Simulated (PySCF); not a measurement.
Structure problem from calculated spectra and properties.

Formula: C8H8.

* 1H NMR: chemical shifts (computed TMS as zero) by class: 5.61 (2 H), 5.28 (2 H), 5.11 (2 H), 4.31 (2 H) ppm [GIAO PBE/pcSseg-1]
* Valence photoelectron: vertical ionisation energy: 7.29 eV [ΔSCF wB97X-D/def2-SVPD]
* Polarisability: 102.9 au [wB97X-D/def2-SVPD]
* UV, strongest line: among the 10 lowest singlet transitions: S4 at 6.13 eV (202 nm, f = 0.638) [TDDFT wB97X-D/def2-SVPD]
* Rotational structure: rotational constants A, B, C: 3.694, 1.999, 1.297 GHz [PBE0-D3(BJ)/def2-SVP]
* 13C NMR: chemical shifts (computed TMS as zero) by class: 153.5 (1 C), 148.0 (2 C), 138.1 (2 C), 132.0 (2 C), 112.1 (1 C) ppm [GIAO PBE/pcSseg-1]
* Triplet: lowest triplet excitation (Tamm–Dancoff): 1.88 eV [TDA wB97X-D/def2-SVPD]
* UV, first state: lowest singlet excitation: 2.82 eV (440 nm, f = 0.014) [TDDFT wB97X-D/def2-SVPD]
* Couplings: largest of the computed one-bond spin–spin couplings (means over like bonds): 13C–1H +169.7 (×2), 13C–1H +164.7 (×2), 13C–1H +162.4 (×2), 13C–1H +161.0 (×2), 13C–13C +79.1, 13C–13C +74.8 (×2), 13C–13C +72.5, 13C–13C +60.4 (×2) Hz [B3LYP/pcJ-1, spin–dipole term left out]

The electronic properties come from PySCF, for the isolated species, density fitting. Levels stand in brackets. Isolated species at its PBE0-D3(BJ)/def2-SVP geometry, gas phase. Each NMR value is the plain mean over a class of atoms that symmetry, rotation or inversion makes alike.

Q: Propose a structure and show how it fits.

A: Numbering: `[CH2:1]=[C:2]1[CH:3]=[CH:4][CH:5]=[CH:6][CH:7]=[CH:8]1`. Its formula, C8H8, gives 5 degrees of unsaturation: 1 ring and 4 π bonds in the structure found (Kekulé form). 8 carbons fall into 5 classes; from least to most shielded: fully substituted alkene carbon [C2] (153.5 ppm), alkene CH carbon [C3/C8] (148.0 ppm, 2 C), alkene CH carbon [C5/C6] (138.1 ppm, 2 C), alkene CH carbon [C4/C7] (132.0 ppm, 2 C), terminal =CH2 carbon [C1] (112.1 ppm). Hydrogen classes from least to most shielded: 2 H on 2 alkene CH carbons, C3/C8 (5.61 ppm), 2 H on 2 alkene CH carbons, C5/C6 (5.28 ppm), 2 H on 2 alkene CH carbons, C4/C7 (5.11 ppm), 2 H on a terminal =CH2 carbon, C1 (4.31 ppm). The couplings run between: +169.7 Hz, terminal =CH2 carbon [C1] and its hydrogen (with 1 like pair); +164.7 Hz, alkene CH carbon [C5] and its hydrogen (with 1 like pair); +162.4 Hz, alkene CH carbon [C4] and its hydrogen (with 1 like pair); +161.0 Hz, alkene CH carbon [C3] and its hydrogen (with 1 like pair); +79.1 Hz, terminal =CH2 carbon [C1] and fully substituted alkene carbon [C2]; +74.8 Hz, alkene CH carbon [C3] and alkene CH carbon [C4] (with 1 like pair); +72.5 Hz, alkene CH carbon [C5] and alkene CH carbon [C6]; +60.4 Hz, alkene CH carbon [C4] and alkene CH carbon [C5] (with 1 like pair). The first electron is taken from the HOMO, whose largest Löwdin shares are 0.23 on the terminal =CH2 carbon, 0.11 on the fully substituted alkene carbon and 0.11 on each of 2 atoms of one kind (alkene CH carbon). The optimised geometry has point group C2v and is an asymmetric top. Structure: `C=C1C=CC=CC=C1`. Computed isomers that give other values at the same levels: `c1ccc2c(c1)CC2` (rotational constant A: 4.457 GHz; this holds for the one conformer computed); `C1=CC2C3C=CC1C23` (lowest singlet excitation: 5.80 eV (214 nm, f = 0.037)); `C12C3C4C1C1C2C3C41` (rotational constant A: 3.393 GHz; this holds for the one conformer computed). The assignments are read from this structure; whether some other isomer fits the data as well wasn't checked.
